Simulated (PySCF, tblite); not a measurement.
Isomers of C8H7 (doublet state), one GFN2-xTB conformer each. Single-point energies are computed at B3LYP/pcH-1 (PySCF, gas phase, no added dispersion term), electronic only. GFN2-xTB treats the open shell by occupation alone, and not every SCF solution was tested for stability.

Question: Rank them by B3LYP/pcH-1 energy, lowest first (kcal/mol).
A. `[H]/[C:1]=[CH:2]\[CH2:3][CH2:4][C:5]#[C:6][C:7]#[CH:8]` (doublet state) with C1–C2–C3–C4 -121°, C2–C3–C4–C5 -64°
B. `[CH:1]#[C:2][C:3]#[C:4][CH:5][CH:6]1[CH2:7][CH2:8]1` (doublet state) with C4–C5–C6–C7 -146°

Answer: B (0.0), A (26.3).

As drawn, the lower has a three-membered ring, which the higher lacks. GFN2-xTB itself gives, in the same order: 0.0, 38.6. Both levels put the same isomer lowest.

Question: What happens when harmonic zero-point energies from GFN2-xTB frequencies are added?

Answer: 
| SMILES | ZPE (kcal/mol) | electronic (kcal/mol) | with ZPE (kcal/mol) |
| --- | --- | --- | --- |
| C#CC#C[CH]C1CC1 | 70.7 | 0.0 | 0.0 |
| [H]/[C]=C\CCC#CC#C | 69.6 | 26.3 | 25.2 |

The zero-point energies span 1.1 kcal/mol. The order is unchanged.
